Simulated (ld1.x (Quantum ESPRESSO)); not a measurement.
**Configuration tests for Ag (Z = 47) (TM)**

```
Element                 : Ag (Z = 47)
Generator               : ld1.x (Quantum ESPRESSO) 7.5
Type                    : norm-conserving Troullier–Martins (Kleinman–Bylander form)
Functional              : PBEsol
Relativity              : fully relativistic
Frozen core             : [Kr]
Valence charge          : 11
Reference configuration : 4d10 5s0.5 5p0.5
Partial waves           : 5s (bound): rc 2.42 bohr; 5p (bound): rc 3.72 bohr; 4d (bound): rc 1.44 bohr
Local potential         : the d channel
Core correction         : a·sin(br)/r model core, default radius (core density twice the valence density)
```

Open shells are filled in proportion to 2j + 1 (rel_dist='average').

Energies are relative to the spin-unpolarised reference configuration 4d10 5s0.5 5p0.5; without spin polarisation the order of configurations can differ from experiment. The d channel is local and has no spin–orbit splitting in the pseudo-atom.

```csv
valence configuration,charge,ΔE all-electron (eV),error AE − PS (meV)
4d10 5s1 5p0,0,-1.918,-0.2
4d10 5s0 5p0,+1,5.830,-7.9
4d9 5s0 5p0,+2,27.944,-42
4d9 5s1 5p1,0,6.685,-69
4d9 5s2 5p0,0,2.134,-90
4d9 5s1 5p0,+1,11.249,-52
```

**Question.** What are ΔE and the potential's error for 4d8 5s0 5p0?

**Answer.** ΔE = 64.124 eV all-electron; the error (AE − PS) is -279 meV.

Levels in the configuration 4d9 5s1 5p1:

```json
{"level": "4d j=3/2", "all-electron (eV)": "-12.876", "pseudo (eV)": "-12.653"}
{"level": "4d j=5/2", "all-electron (eV)": "-12.273", "pseudo (eV)": "-12.653"}
{"level": "5s j=1/2", "all-electron (eV)": "-6.787", "pseudo (eV)": "-6.755"}
{"level": "5p j=1/2", "all-electron (eV)": "-2.227", "pseudo (eV)": "-2.218"}
{"level": "5p j=3/2", "all-electron (eV)": "-2.017", "pseudo (eV)": "-2.005"}
```

These tests converged, but a pseudo level misses the all-electron one widely, so the file describes the atom poorly there or has found another state: 4d9 5s0 5p0: empty 5p by 4.2 eV (a node warning on the way).

Note: ghost states, extra bound levels that the all-electron valence spectrum of the same l lacks: s at -135.3 eV, p3/2 at -40.1 eV, p1/2 at -35.2 eV. A true bound ghost makes a file unfit for plane-wave use. The potential misses its own reference levels by up to 0.3 eV.
